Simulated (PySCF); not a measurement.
## GaN₂ + HCl → GaHCl + N₂

Level: PBE0 in the def2-TZVP basis family, all electrons, no relativity, computed in PySCF with density fitting; open shells unrestricted.

```
species                                       state and structure       E (Eh)  ZPE (kJ/mol)  H(298 K) − H(0) (kJ/mol)  S° (J/(mol K))
   GaN₂                           quartet, D∞h, Ga–N 1.807 Å (×2)  -2033.78045           9.3                      12.8           264.2
    HCl                                singlet, C∞v, H–Cl 1.279 Å   -460.66440          17.9                       8.7           186.6
  GaHCl  doublet, Cs, Ga–Cl 2.168 Å, Ga–H 1.604 Å; Cl–Ga–H 115.6°  -2385.27294          16.0                      11.3           270.0
     N₂                                 singlet, D∞h, N–N 1.089 Å   -109.44629          14.9                       8.7           191.4
```

(1) What is the electronic reaction energy?

(2) Add zero-point, thermal and entropy terms for 298.15 K and 1 bar.

Results:

(1) At PBE0/def2-TZVP, ΔE = -720.4 kJ/mol from the differences of the total energies times 2625.5, downhill. 

(2) ΔZPE = 3.7 and Δ[H(298) − H(0)] = -1.5 kJ/mol give ΔH° = -718.2 kJ/mol. ΔS° = 10.6 J/(mol K), so ΔG° = -718.2 − 298.15 × (0.0106) = -721 kJ/mol.

Some spin contamination: GaN₂ (⟨S²⟩ 3.87). The structures come from searches over a few start shapes, so lower isomers are not excluded.
